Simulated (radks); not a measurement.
Excited configurations of Mg: one electron is placed in a higher orbital outside [Ne] 3s1. The ground configuration is [Ne] 3s2. Calculated with a radial shooting solver on a logarithmic mesh with Libxc functionals: scalar-relativistic Kohn-Sham, BLYP, spin-polarised, spherical densities, finite nucleus; open shells are filled with parallel spins first; Fermi nuclear charge, rms radius 3.057 fm. Excitation = E - E(ground); binding = E(ion) - E, where the ion is the core of charge +1; n* = 1/sqrt(2 binding) in atomic units, and the quantum defect is n - n*.

[
 {"outer orbital": "3p", "excitation (eV)": "2.958", "binding (eV)": "4.682", "n*": "1.705", "eigenvalue (eV)": "-2.183", "<r> (bohr)": "4.102"},
 {"outer orbital": "4s", "excitation (eV)": "5.104", "binding (eV)": "2.536", "n*": "2.316", "eigenvalue (eV)": "-1.448", "<r> (bohr)": "8.260"},
 {"outer orbital": "4d", "excitation (eV)": "6.501", "binding (eV)": "1.139", "n*": "3.456", "eigenvalue (eV)": "-0.576", "<r> (bohr)": "16.22"},
 {"outer orbital": "5d", "excitation (eV)": "6.856", "binding (eV)": "0.785", "n*": "4.164", "eigenvalue (eV)": "-0.455", "<r> (bohr)": "26.40"},
 {"outer orbital": "7s", "excitation (eV)": "6.996", "binding (eV)": "0.644", "n*": "4.595", "eigenvalue (eV)": "-0.419", "<r> (bohr)": "37.71"},
 {"outer orbital": "7p", "excitation (eV)": "7.076", "binding (eV)": "0.564", "n*": "4.910", "eigenvalue (eV)": "-0.368", "<r> (bohr)": "43.10"},
 {"outer orbital": "7f", "excitation (eV)": "7.235", "binding (eV)": "0.405", "n*": "5.794", "eigenvalue (eV)": "-0.278", "<r> (bohr)": "64.25"}
]

The Delta-SCF ionisation energy is 7.640 eV (NIST Atomic Spectra Database: 7.646 eV, measured). Self-interaction in the functional shifts the binding energies and quantum defects, so they are the method's values and not measured ones.
